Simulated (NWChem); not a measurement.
System: CH$_{6}$BNO; SMILES CB(N)O

The following NWChem deck was run.

```
start job
memory heap 200 mb stack 900 mb global 1100 mb
geometry units angstroms noautosym nocenter noautoz
  B     -0.014638     0.073511     0.004356
  C      0.127774    -1.506002     0.000568
  H      1.171284    -1.854185    -0.018880
  H     -0.382333    -1.943884    -0.874541
  H     -0.349688    -1.945063     0.893336
  O     -1.247656     0.686116     0.024725
  H     -1.968567     0.052963     0.036578
  N      1.108752     0.919554    -0.012323
  H      1.020138     1.926898    -0.012418
  H      2.058578     0.581574    -0.031233
end
basis spherical
  B library 6-31g*
  C library 6-31g*
  H library 6-31g*
  O library 6-31g*
  N library 6-31g*
end
dft
  xc b3lyp
  iterations 150
end
property
  efieldgrad
end
task dft property
```

Excerpt of the output:

```
             Northwest Computational Chemistry Package (NWChem) 7.3.0
             --------------------------------------------------------

                             Geometry "geometry" -> ""
                             -------------------------

 Output coordinates in angstroms (scale by  1.889725989 to convert to a.u.)

  No.       Tag          Charge          X              Y              Z
 ---- ---------------- ---------- -------------- -------------- --------------
    1 B                    5.0000    -0.01463800     0.07351100     0.00435600
    2 C                    6.0000     0.12777400    -1.50600200     0.00056800
    3 H                    1.0000     1.17128400    -1.85418500    -0.01888000
    4 H                    1.0000    -0.38233300    -1.94388400    -0.87454100
    5 H                    1.0000    -0.34968800    -1.94506300     0.89333600
    6 O                    8.0000    -1.24765600     0.68611600     0.02472500
    7 H                    1.0000    -1.96856700     0.05296300     0.03657800
    8 N                    7.0000     1.10875200     0.91955400    -0.01232300
    9 H                    1.0000     1.02013800     1.92689800    -0.01241800
   10 H                    1.0000     2.05857800     0.58157400    -0.03123300

 Effective nuclear repulsion energy (a.u.)     115.0228736349

                              NWChem Property Module
                              ----------------------

  itol2e modified to match energy
  convergence criterion.

                                 NWChem DFT Module
                                 -----------------

 Summary of "ao basis" -> "ao basis" (spherical)
 ------------------------------------------------------------------------------
       Tag                 Description            Shells   Functions and Types
 ---------------- ------------------------------  ------  ---------------------
 B                           6-31g*                  6       14   3s2p1d
 C                           6-31g*                  6       14   3s2p1d
 H                           6-31g*                  2        2   2s
 O                           6-31g*                  6       14   3s2p1d
 N                           6-31g*                  6       14   3s2p1d

  itol2e modified to match energy
  convergence criterion.

[...]

          -----------------------
          Electric field gradient
          -----------------------

 1 a.u. = 0.324123 10**(16) esu/cm**3  ( or statvolts/cm**2 ) = 0.97174 10**(22) v/m**2

 ------------------------------------------------------------
   Atom      X         Y         Z
 ------------------------------------------------------------
    1 B   -0.02766   0.13892   0.00823
 ------------------------------------------------------------

 Electric field gradient in molecular frame (a.u.)
         XX             YY             ZZ             XY             XZ             YZ
 ------------------------------------------------------------------------------------------
        0.104161       0.193293      -0.297455       0.026571      -0.006573      -0.000028

 Principal components (a.u.) and orientation
 of principal axis w.r.t. absolute frame                      Asymmetry parameter eta
 --------------------------------------------------------------------------------------
       -0.297563       0.200620       0.096943                       0.348421

        0.016414       0.265802       0.963888
       -0.000832       0.964021      -0.265825
        0.999865      -0.003561      -0.016045

 ------------------------------------------------------------
   Atom      X         Y         Z
 ------------------------------------------------------------
    2 C    0.24146  -2.84593   0.00107
 ------------------------------------------------------------

 Electric field gradient in molecular frame (a.u.)
         XX             YY             ZZ             XY             XZ             YZ
 ------------------------------------------------------------------------------------------
       -0.065218       0.145983      -0.080765      -0.014097      -0.000273       0.000375

 Principal components (a.u.) and orientation
 of principal axis w.r.t. absolute frame                      Asymmetry parameter eta
 --------------------------------------------------------------------------------------
        0.146920      -0.080770      -0.066151                       0.099500

       -0.066309       0.016994       0.997654
        0.997798      -0.000595       0.066329
        0.001721       0.999855      -0.016917

 ------------------------------------------------------------
   Atom      X         Y         Z
 ------------------------------------------------------------
    3 H    2.21341  -3.50390  -0.03568
 ------------------------------------------------------------

 Electric field gradient in molecular frame (a.u.)
         XX             YY             ZZ             XY             XZ             YZ
 ------------------------------------------------------------------------------------------
       -0.245430       0.103566       0.141864       0.127241       0.007218      -0.002373

 Principal components (a.u.) and orientation
 of principal axis w.r.t. absolute frame                      Asymmetry parameter eta
 --------------------------------------------------------------------------------------
       -0.287029       0.145031       0.141998                       0.010567

        0.950640       0.309724       0.018829
       -0.309790       0.950805       0.000611
       -0.017713      -0.006414       0.999823

 ------------------------------------------------------------
   Atom      X         Y         Z
 ------------------------------------------------------------
    4 H   -0.72250  -3.67341  -1.65264
 ------------------------------------------------------------

[...]
```

Level: B3LYP/6-31G* (spherical d). Structure relaxed at the PBE0/def2-SVP level. NWChem prints the field gradient with the sign opposite to the second derivative of the potential.
